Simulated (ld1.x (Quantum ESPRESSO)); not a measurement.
Ag (Z = 47): PAW pseudisation with PBEsol, fully relativistic reference atom.

ld1.x (Quantum ESPRESSO) 7.5 input, shortened:

```
&input
   title='Ag', zed=47., rel=2, dft='PBESOL', iswitch=3,
   config='[Kr] 4d9 5s0 5p0', rel_dist='average'
 /
 &inputp
   pseudotype=3, lpaw=.true., tm=.true., lloc=-2, rcloc=1.30,
   nlcc=.true., new_core_ps=.true., rcore=0.75,
   which_augfun='BESSEL', rmatch_augfun=1.35
 /
6
4S  1  0   2.00   0.00  1.50  1.65  0.0
5S  2  0   0.00   0.00  1.50  1.65  0.0
4P  2  1   6.00   0.00  1.30  1.60  0.0
5P  3  1   0.00   0.00  1.30  1.60  0.0
4D  3  2   9.00   0.00  1.40  1.55  0.0
4D  3  2   0.00  -0.30  1.40  1.55  0.0
 &test
   configts(1)='4s2 4p6 4d9 5s0 5p0'
 /
```

Open shells are filled in proportion to 2j + 1 (rel_dist='average').

All-electron outer shells of the reference configuration (PBEsol, scalar-relativistic, ld1.x):

```tsv
shell	level (eV)	outermost node (bohr)	outermost maximum (bohr)
3d	-381.23	–	0.27
4s	-117.49	0.44	0.82
4p	-80.91	0.44	0.87
4d	-28.89	0.43	1.03
5s	-20.71	1.09	2.20
5p	-14.19	1.22	2.65
```

Task: Tests: 4s2 4p6 4d10 5s1 5p0; 4s2 4p6 4d10 5s0 5p0; 4s2 4p6 4d8 5s0 5p0; 4s2 4p6 4d9 5s2 5p0; 4s2 4p6 4d9 5s1 5p1; 4s2 4p5 4d10 5s1 5p0; 4s2 4p6 4d9 5s1 5p0. Which has the largest error in its energy relative to the reference configuration, and how large is it?

Result: 4s2 4p6 4d9 5s2 5p0, with +31 meV (all-electron minus pseudo) on -25.81 eV.

The ghost test of this file was not conclusive.
